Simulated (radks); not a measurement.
Results of a calculation; reference values are marked as such.
Problem. Species: the bromine ion Br+. Configuration: [Ar] 3d10 4s2 4p4 (the NIST ground configuration). Code: a radial shooting solver on a logarithmic mesh with Libxc functionals. Model: scalar-relativistic Kohn-Sham, SCAN, spin-unpolarised, spherical densities, finite nucleus; meta-GGA in the generalised Kohn-Sham scheme; Fermi nuclear charge, rms radius 4.1629 fm. Some entries of the table are withheld. Estimate them.

orbital  occ.  eigenvalue (hartree)  <1/r> (bohr^-1)
1s          2             -491.1271            35.65
2s          2                   (1)            7.914
2p          6                   (2)            7.729
3s          2              -9.39870            2.599
3p          6              -6.94476            2.443
3d         10              -2.91120            2.153
4s          2              -1.14866           0.8059
4p          4              -0.65375              (3)

Solution. 
(1) 2s eigenvalue (hartree): -64.65454
(2) 2p eigenvalue (hartree): -56.98147
(3) 4p <1/r> (bohr^-1): 0.6707
